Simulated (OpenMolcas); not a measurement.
## Pb II: the spin-orbit constant, thermal populations, worked from levels

- Program: OpenMolcas
- Basis: ANO-RCC-VTZP [8s7p5d3f2g]
- Scalar Hamiltonian: X2C, point nucleus
- Active space: 3 electrons in 4 orbitals (6s 6p)
- State averaging: 2S+1 = 4 odd, 1 root (0 in the spin-orbit step); 2S+1 = 2 odd, 3 roots; 2S+1 = 4 even, 3 roots; 2S+1 = 2 even, 9 roots
- Spin-orbit coupling: RASSI with atomic mean-field integrals over the reference wave functions, term energies averaged over their components

Methods: CASSCF; SS-CASPT2, IPEA 0.25 Eh, imaginary shift 0.1 Eh (closed shells correlated: 5d). Measured levels: NIST Handbook of Basic Atomic Spectroscopic Data.

**The spin-orbit constant.** For the Hund term ²P° of p1, E(J) = (A/2) J(J+1) + constant and ζ = 2S·A = A. From J = 1/2 to J = 3/2 the energy changes by 1.5 A.

```csv
Source,E(3/2) - E(1/2),A,ζ
CASSCF,12372.0,8248.0,8248
SS-CASPT2,12372.0,8248.0,8248
measured,14081.1,9387.4,9387
```

All in cm-1. SS-CASPT2 is off by -12.1 % and CASSCF by -12.1 %. Both methods take the spin-orbit matrix elements from the reference wave functions, so the second can move ζ only through the term energies and any multistate remixing.

**Thermal populations.** Z = Σ (2J + 1) exp(-E/kT) with k = 0.695035 cm-1/K, over the levels below. No other level of either list lies under 59400 cm-1, which is above 7 kT at each temperature.

| Level | 2J + 1 | SS-CASPT2 | measured |
| --- | --- | --- | --- |
| 6s² 6p ²P°_1/2 | 2 | 0.0 | 0.0 |
| 6s² 6p ²P°_3/2 | 4 | 12370 | 14081 |
| 6s 6p² ⁴P_1/2 | 2 | 59440 | 57910 |

```csv
T (K),"Z, SS-CASPT2","Z, measured levels","Ground level (%), SS-CASPT2","Ground level (%), measured levels"
8000,2.432,2.318,82.2,86.3
12000,2.909,2.741,68.7,73.0
```

At 12000 K, kT = 8340 cm-1, and the computed levels give Z = 2.000 + 0.908 + 0.002 = 2.909.

Over all roots computed the reference weight is 0.88 to 0.93 in SS-CASPT2; the roots of lowest weight are the least certain, and an intruder state may touch them. Some high roots are left out of the spin-orbit mixing, which shifts the levels that they would mix with. Terms of s pⁿ other than that of highest spin mix with s² pⁿ⁻² d, which this space lacks; all of them can be thousands of cm-1 off, and some have no real level of that name. Spin-orbit splittings of 6p shells tend to come out small when the coupling is added on scalar orbitals. Computed and measured levels are paired by configuration, term and J; levels that our copy of the source lacks, or whose pairing is in doubt (as where it misses far off the trend of its configuration), stay unpaired and out of the deviations. Levels of configurations outside the active space are missing.

° marks odd parity.
